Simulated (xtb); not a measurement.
3-fluoropenta-1,4-diene (C5H7F), SMILES C=CC(F)C=C. All values are semi-empirical tight-binding results from xtb (GFN2-xTB unless named), good for trends rather than for accurate numbers. Coordinates come from a GFN2-xTB optimisation. Other conformers were not sampled.

Task: Estimate the properties. (An estimate is asked for; the answer gives what the named calculation found.)

Result: 
```json
{
  "orbital_gap": "5.20 eV",
  "dipole_moment": "2.33 D",
  "zero_point_energy": "64.2 kcal/mol",
  "G − E(el) at 298.15 K (modified RRHO)": "44.6 kcal/mol",
  "static polarisability (D4 model)": "62.5 bohr³",
  "solvation energy, GFN2-xTB/ALPB(water)": "-2.5 kcal/mol",
  "solvation energy, GFN2-xTB/ALPB(methanol)": "-5.3 kcal/mol"
}
```

Task: Give the IR lines (harmonic; lines under 4 % of the strongest left out, lines within 3 cm⁻¹ merged). (An estimate is asked for; the answer gives what the named calculation found.)

Result: ν (cm⁻¹): 333 (w), 445 (w), 485 (w), 625 (w), 881 (w), 901 (m), 955 (w), 1010 (s), 1017 (m), 1027 (vs), 1073 (m), 1152 (w), 1212 (w), 1249 (w), 1293 (w), 1709 (m), 2869 (s), 3080 (m), 3083 (m), 3103 (m), 3107 (m), 3133 (s), 3136 (s) (against the strongest line: vs over 80 %, s over 45 %, m over 15 %, w over 4 %, vw less)
